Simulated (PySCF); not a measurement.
Cartesian coordinates (Å):
```xyz
5

Zn     0.0060     0.1673    -0.0107
S     -2.0832    -0.1310     0.4667
H     -1.9962     0.6372     1.5780
S      2.0902     0.4690    -0.5074
H      2.4730    -0.6253     0.1914
```
Charge 0, multiplicity 1.

What is the computed charge on the central atom (Mulliken), charge on the central atom (meta-Löwdin), dipole moment, LUMO, HOMO, total energy and HOMO–LUMO gap (PBE-D3(BJ)/def2-TZVP // r2SCAN-D4/def2-SVP (PySCF))?


- charge on the central atom (Mulliken): 0.31 e
- charge on the central atom (meta-Löwdin): 1.05 e
- dipole moment: 0.97 D
- LUMO: -1.81 eV
- HOMO: -6.33 eV
- total energy: -70109.40 eV
- HOMO–LUMO gap: 4.52 eV
